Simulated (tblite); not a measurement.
Species: C₄H₇N₃.
Atom-mapped SMILES: `[CH3:1][c:2]1[n:3][n:4][nH:5][c:6]1[CH3:7]` (hydrogens: H8, H9, H10 on C1; H11 on N5; H12, H13, H14 on C7)

The geometry is computed with GFN2-xTB (gas phase).

Problem. Give the optimised bond lengths and angles.

Solution. 
```
                  bond  length (Å)
                 C1–C2       1.485
                 C2–N3       1.351
                 N3–N4       1.276
                 N4–N5       1.332
                 N5–C6       1.358
                 C6–C7       1.482
                 C2–C6       1.385
  C1–H8, C1–H9, C1–H10       1.088
                N5–H11       1.008
C7–H12, C7–H13, C7–H14       1.089
```

Bonds in one row agree within 0.01 Å and their mean is given. A selection of angles:
```
     angle  degrees
  C2–C1–H8    110.7
  C2–C1–H9    108.9
  H8–C1–H9    109.1
 H8–C1–H10    108.4
  C1–C2–N3    122.5
  C1–C2–C6    129.8
  N3–C2–C6    107.7
  C2–N3–N4    109.9
  N3–N4–N5    108.3
  N4–N5–C6    110.6
 N4–N5–H11    121.3
 C6–N5–H11    128.1
  N5–C6–C7    123.4
  C2–C6–N5    103.5
  C2–C6–C7    133.1
 C6–C7–H12    110.6
 C6–C7–H14    109.8
H12–C7–H13    108.2
H12–C7–H14    108.8
```

The N–N distances run from 1.276 Å (N3–N4, aromatic) to 1.332 Å (N4–N5, aromatic), a spread of 0.056 Å. N5 (pyrrole-type nitrogen) is planar (angles 128.1°, 121.3° and 110.6°, sum 360.0°, 0.00 Å off the plane of its three neighbours). The 5-membered ring C2–N3–N4–N5–C6 has internal angles of 103.5° to 110.6° (sum 540°, against 540° for a flat polygon); it is planar, 0.00 Å rms from its mean plane, widest ring torsion 0°. Of the pairs four or more bonds apart, C1···H14 is among the closest relative to their van der Waals radii: 2.99 Å, 103 % of the sum of Bondi's values. The 7 heavy atoms lie in one plane (0.001 Å rms). The 3 C–C bonds span 1.385 Å (C2–C6, aromatic) to 1.485 Å (C1–C2, drawn single), a spread of 0.100 Å.

Point group: Cs (every atom within 0.08 Å of its image). Its lowest GFN2-xTB frequency is 18i cm⁻¹, too small to tell a flat minimum from a shallow saddle. 2 starts were optimised and ended at 0.00 and 0.03 kcal/mol (GFN2-xTB); the lowest of these is shown.
